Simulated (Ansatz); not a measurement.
The same path of CH$_{6}$BOSi (10 atoms, charge 1, multiplicity 1) was run twice with different band settings. The coordinate that changes most is the dihedral B1–C2–O3–Si4.

All numbers below come from RKS r2SCAN-D4/6-31G* in Ansatz.

Relaxed end points:

```xyz
10
Properties=species:S:1:pos:R:3
B -1.253 0.962 -0.182
C 0.307 0.981 -0.219
O 0.959 -0.340 -0.359
Si 0.770 -1.758 0.304
H -1.849 -0.079 -0.186
H -1.817 2.008 -0.136
H 0.727 1.450 0.682
H 0.690 1.558 -1.070
H -0.138 -1.968 1.447
H 1.604 -2.814 -0.281
```

```xyz
10
Properties=species:S:1:pos:R:3
B -1.033 1.038 0.629
C 0.328 0.988 -0.134
O 1.022 -0.320 -0.117
Si 0.592 -1.818 -0.354
H -1.490 0.044 1.121
H -1.596 2.084 0.688
H 1.061 1.683 0.294
H 0.213 1.275 -1.189
H -0.748 -2.174 -0.856
H 1.650 -2.799 -0.083
```

Common settings: spring 5.0 eV/Å²; optimiser quadratic models (default); start path IDPP; force threshold 0.05 eV/Å; iteration limit 60; end points relaxed.

| run | movable images | climbing image |
| --- | --- | --- |
| 1 | 5 | yes |
| 2 | 4 | no |

Task: What does each run give, and how far can it be trusted?

Result: Run 1: converged after 6 iterations, highest image 0.027 eV above the first end. A vibrational analysis at the climbing image gives one clearly imaginary mode, 100i cm⁻¹: a first-order saddle point.
Run 2: converged after 5 iterations, highest image 0.025 eV above the first end. No image climbed, so the highest image needn't sit at the top of the path.
Limits of this set-up: the dipole of an ion depends on the origin.
